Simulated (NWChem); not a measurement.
Molecule: CH$_{4}$BeSe; SMILES [CH3][Be][SeH]

```xyz
7

Be     0.0514    -1.1017    -0.0018
C      0.0082    -2.7752     0.0002
H     -0.7224    -3.1743    -0.7257
H     -0.2582    -3.1891     0.9885
H      0.9884    -3.2066    -0.2722
Se     0.1425     0.9407    -0.0047
H     -1.3298     1.0111     0.0057
```
Atoms are numbered in this order, from 1.

Level: PBE0/def2-SVP (NWChem), optimised geometry, unscaled harmonic frequencies. This build's default masses of Se (78.918 u) and Br (79.917 u) are each other's, which moves their modes by up to 0.6 %.

Problem. List the harmonic frequencies with IR intensities, and the thermochemistry.

Solution. 
| frequency (cm⁻¹) | IR intensity (km/mol) |
|---|---|
| 21 | 5.1 |
| 194 | 11.4 |
| 210 | 4.4 |
| 376 | 3.6 |
| 529 | 15.4 |
| 675 | 54.8 |
| 687 | 55.0 |
| 1049 | 123.6 |
| 1234 | 95.6 |
| 1412 | 2.6 |
| 1414 | 2.0 |
| 2440 | 6.4 |
| 3034 | 0.0 |
| 3126 | 3.2 |
| 3133 | 3.3 |

| Property | Result |
|---|---|
| zero-point energy | 27.9 kcal/mol |
| thermal correction to the enthalpy at 298.15 K (with zero-point energy) | 32.1 kcal/mol |
| heat capacity Cv | 16.8 cal/(mol K) |
| entropy at 298.15 K and 1 atm (symmetry number 1) | 76.8 cal/(mol K) |
| dipole moment | 1.07 D |

Rigid rotor and harmonic oscillator; modes under 100 cm⁻¹ make the entropy uncertain.
